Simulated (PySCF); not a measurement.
**CrO₂²⁺, singlet: molecular constants**

These are results of PBE in PySCF with Cr def2-TZVP, O def2-TZVP; no relativity; density-fitted integrals, not measurements.

The structure is a minimum.

| Property | Result |
| --- | --- |
| Point group | C2v |
| Bond lengths | Cr–O 1.526 Å (×2) |
| Bond angles | O–Cr–O 104.4° |
| Entropy at 298.15 K and 1 bar | 255.3 J/(mol K) |
| Principal quadrupole moments (Buckingham, traceless) about the centre of mass | -1.99, 0.90, 1.09 D Å |
| Principal polarisabilities | 8.9, 13.8, 29.5 bohr³ |
| Dipole moment about the centre of mass | 3.20 D |
| Zero-point energy | 16.0 kJ/mol |
| Highest occupied level | -24.02 eV |
| Heat capacity Cp at 298.15 K | 40.9 J/(mol K) |
| Lowest empty level | -22.19 eV |
| Rotational symmetry number | 2 |
| Enthalpy at 298.15 K above 0 K | 10.64 kJ/mol |
| Rotational constants | 0.973, 0.3627, 0.2642 cm⁻¹ |

Harmonic modes (masses in u: Cr 51.941, O 15.995):
| symmetry | ω (cm⁻¹) | IR (km/mol) | type |
| --- | --- | --- | --- |
| a1 | 500 | 1.8 | bend |
| b2 | 1076 | 29.2 | stretch |
| a1 | 1105 | 3.6 | stretch |

In C2v the vibrations span 2a1 + b2. Here b1 is antisymmetric to the molecular plane and b2 lies in it.

Charges (e):
| atom | Mulliken | Löwdin | polar tensor | Mayer order to Cr1 |
| --- | --- | --- | --- | --- |
| Cr1 | 1.85 | 1.31 | 1.86 | – |
| O2,3 | 0.08 | 0.35 | 0.07 | 2.42 |

Mulliken populations on Cr1: s 6.00, p 12.07, d 4.07, f 0.01.

Formally Cr is in oxidation state +6, d0. A d0 centre has no lone pair, yet it is C2v rather than linear: covalent bonding through the d orbitals favours lower symmetry. The polar-tensor charge on Cr, 1.86, is far below the formal one.

Only a few start shapes were tried, so a lower isomer may exist.

The final relaxation and frequency run took roughly 40 core-seconds on a shared host.
